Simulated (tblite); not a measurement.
Parent: `[CH2:1]=[CH:2][SiH2:3][C@H:4]([CH3:5])[Cl:6]` with C1–C2–Si3–C4 -133°, C2–Si3–C4–C5 58°, C4H9ClSi.

Structures optimised with GFN2-xTB, isolated species. One conformer each, not checked by frequencies here.

```tsv
coordinate of the parent	value
C1=C2	1.324 Å
C2–Si3	1.880 Å
Si3–C4	1.921 Å
C4–C5	1.515 Å
C4–Cl6	1.799 Å
C1–C2–Si3	125.0°
C2–Si3–C4	107.3°
Si3–C4–C5	114.5°
Si3–C4–Cl6	106.6°
C5–C4–Cl6	109.1°
```

Q: How does the shared frame change in `[CH2:1]=[CH:2][SiH2:3][C@@:4]([CH3:5])([Cl:6])[C:7]#[C:8][CH3:9]` with C1–C2–Si3–C4 128°, C2–Si3–C4–C5 -179°, C7H11ClSi? Atoms pair as C1 = C1, C2 = C2, Si3 = Si3, C4 = C4, C5 = C5, Cl6 = Cl6 (parent first).

A: 
```json
{"parent": "C1=C2", "relative": "C1=C2", "value in the relative": "1.324 Å", "change": "0.000"}
{"parent": "C2–Si3", "relative": "C2–Si3", "value in the relative": "1.877 Å", "change": "-0.003"}
{"parent": "Si3–C4", "relative": "Si3–C4", "value in the relative": "1.929 Å", "change": "+0.008"}
{"parent": "C4–C5", "relative": "C4–C5", "value in the relative": "1.518 Å", "change": "+0.003"}
{"parent": "C4–Cl6", "relative": "C4–Cl6", "value in the relative": "1.831 Å", "change": "+0.032"}
{"parent": "C1–C2–Si3", "relative": "C1–C2–Si3", "value in the relative": "124.8°", "change": "-0.2"}
{"parent": "C2–Si3–C4", "relative": "C2–Si3–C4", "value in the relative": "107.0°", "change": "-0.3"}
{"parent": "Si3–C4–C5", "relative": "Si3–C4–C5", "value in the relative": "113.6°", "change": "-0.9"}
{"parent": "Si3–C4–Cl6", "relative": "Si3–C4–Cl6", "value in the relative": "104.3°", "change": "-2.3"}
{"parent": "C5–C4–Cl6", "relative": "C5–C4–Cl6", "value in the relative": "107.9°", "change": "-1.2"}
```

Of the parent's bonds, C4–Cl6 changes most (+0.032 Å). Bonds of the relative outside the shared frame: C4–C7 1.436, C7≡C8 1.200, C8–C9 1.446 Å. Point group C1 → C1.

Q: How does the shared frame change in `[CH2:1]=[CH:2][SiH2:3][C@:4]([CH3:5])([Cl:6])[C:7]([F:8])([F:9])[F:10]` with C1–C2–Si3–C4 -146°, C2–Si3–C4–C5 58°, C5H8ClF3Si? Atoms pair as C1 = C1, C2 = C2, Si3 = Si3, C4 = C4, C5 = C5, Cl6 = Cl6 (parent first).

A: 
| parent | relative | value in the relative | change |
| --- | --- | --- | --- |
| C1=C2 | C1=C2 | 1.325 Å | +0.001 |
| C2–Si3 | C2–Si3 | 1.878 Å | -0.002 |
| Si3–C4 | Si3–C4 | 1.932 Å | +0.011 |
| C4–C5 | C4–C5 | 1.518 Å | +0.003 |
| C4–Cl6 | C4–Cl6 | 1.797 Å | -0.002 |
| C1–C2–Si3 | C1–C2–Si3 | 124.2° | -0.8 |
| C2–Si3–C4 | C2–Si3–C4 | 104.6° | -2.7 |
| Si3–C4–C5 | Si3–C4–C5 | 114.7° | +0.2 |
| Si3–C4–Cl6 | Si3–C4–Cl6 | 106.7° | +0.1 |
| C5–C4–Cl6 | C5–C4–Cl6 | 109.7° | +0.6 |

Of the parent's bonds, Si3–C4 changes most (+0.011 Å). Bonds of the relative outside the shared frame: C4–C7 1.507, C7–F8 1.341, C7–F9 1.349, C7–F10 1.341 Å. Point group C1 → C1.

Q: How does the shared frame change in `[CH2:1]=[CH:2][SiH2:3][C@@:4]([CH3:5])([Cl:6])[CH2:7][SiH3:8]` with C1–C2–Si3–C4 -114°, C2–Si3–C4–C5 179°, Si3–C4–C7–Si8 67°, C5H13ClSi2? Atoms pair as C1 = C1, C2 = C2, Si3 = Si3, C4 = C4, C5 = C5, Cl6 = Cl6 (parent first).

A: 
```json
{"parent": "C1=C2", "relative": "C1=C2", "value in the relative": "1.324 Å", "change": "0.000"}
{"parent": "C2–Si3", "relative": "C2–Si3", "value in the relative": "1.879 Å", "change": "-0.001"}
{"parent": "Si3–C4", "relative": "Si3–C4", "value in the relative": "1.923 Å", "change": "+0.002"}
{"parent": "C4–C5", "relative": "C4–C5", "value in the relative": "1.515 Å", "change": "0.000"}
{"parent": "C4–Cl6", "relative": "C4–Cl6", "value in the relative": "1.831 Å", "change": "+0.032"}
{"parent": "C1–C2–Si3", "relative": "C1–C2–Si3", "value in the relative": "124.9°", "change": "-0.1"}
{"parent": "C2–Si3–C4", "relative": "C2–Si3–C4", "value in the relative": "107.2°", "change": "-0.1"}
{"parent": "Si3–C4–C5", "relative": "Si3–C4–C5", "value in the relative": "112.9°", "change": "-1.6"}
{"parent": "Si3–C4–Cl6", "relative": "Si3–C4–Cl6", "value in the relative": "102.3°", "change": "-4.3"}
{"parent": "C5–C4–Cl6", "relative": "C5–C4–Cl6", "value in the relative": "106.3°", "change": "-2.8"}
```

Of the parent's bonds, C4–Cl6 changes most (+0.032 Å). Bonds of the relative outside the shared frame: C4–C7 1.516, C7–Si8 1.903 Å. Point group C1 → C1.

Q: How does the shared frame change in `[CH2:1]=[CH:2][SiH2:3][C:4]([CH3:5])([Cl:6])[Cl:7]` with C1–C2–Si3–C4 -138°, C2–Si3–C4–C5 59°, C4H8Cl2Si? Atoms pair as C1 = C1, C2 = C2, Si3 = Si3, C4 = C4, C5 = C5, Cl6 = Cl6 (parent first).

A: 
```json
{"parent": "C1=C2", "relative": "C1=C2", "value in the relative": "1.325 Å", "change": "+0.001"}
{"parent": "C2–Si3", "relative": "C2–Si3", "value in the relative": "1.880 Å", "change": "0.000"}
{"parent": "Si3–C4", "relative": "Si3–C4", "value in the relative": "1.933 Å", "change": "+0.012"}
{"parent": "C4–C5", "relative": "C4–C5", "value in the relative": "1.510 Å", "change": "-0.005"}
{"parent": "C4–Cl6", "relative": "C4–Cl6", "value in the relative": "1.791 Å", "change": "-0.008"}
{"parent": "C1–C2–Si3", "relative": "C1–C2–Si3", "value in the relative": "124.8°", "change": "-0.2"}
{"parent": "C2–Si3–C4", "relative": "C2–Si3–C4", "value in the relative": "106.3°", "change": "-1.0"}
{"parent": "Si3–C4–C5", "relative": "Si3–C4–C5", "value in the relative": "116.2°", "change": "+1.7"}
{"parent": "Si3–C4–Cl6", "relative": "Si3–C4–Cl6", "value in the relative": "107.4°", "change": "+0.8"}
{"parent": "C5–C4–Cl6", "relative": "C5–C4–Cl6", "value in the relative": "109.0°", "change": "-0.1"}
```

Of the parent's bonds, Si3–C4 changes most (+0.012 Å). Bonds of the relative outside the shared frame: C4–Cl7 1.790 Å. Point group C1 → C1.

Q: How does the shared frame change in `[CH2:1]=[CH:2][SiH2:3][C@@:4]([CH3:5])([Cl:6])[CH:7]([CH3:8])[CH3:9]` with C1–C2–Si3–C4 -125°, C2–Si3–C4–C5 176°, Si3–C4–C7–C8 -177°, C7H15ClSi? Atoms pair as C1 = C1, C2 = C2, Si3 = Si3, C4 = C4, C5 = C5, Cl6 = Cl6 (parent first).

A: 
```csv
parent,relative,value in the relative,change
C1=C2,C1=C2,1.323 Å,-0.001
C2–Si3,C2–Si3,1.878 Å,-0.002
Si3–C4,Si3–C4,1.927 Å,+0.006
C4–C5,C4–C5,1.517 Å,+0.002
C4–Cl6,C4–Cl6,1.817 Å,+0.018
C1–C2–Si3,C1–C2–Si3,124.9°,-0.1
C2–Si3–C4,C2–Si3–C4,107.3°,0.0
Si3–C4–C5,Si3–C4–C5,111.7°,-2.8
Si3–C4–Cl6,Si3–C4–Cl6,101.9°,-4.7
C5–C4–Cl6,C5–C4–Cl6,106.7°,-2.4
```

Of the parent's bonds, C4–Cl6 changes most (+0.018 Å). Bonds of the relative outside the shared frame: C4–C7 1.534, C7–C8 1.529, C7–C9 1.528 Å. Point group C1 → C1.

All values are computed, not measured.
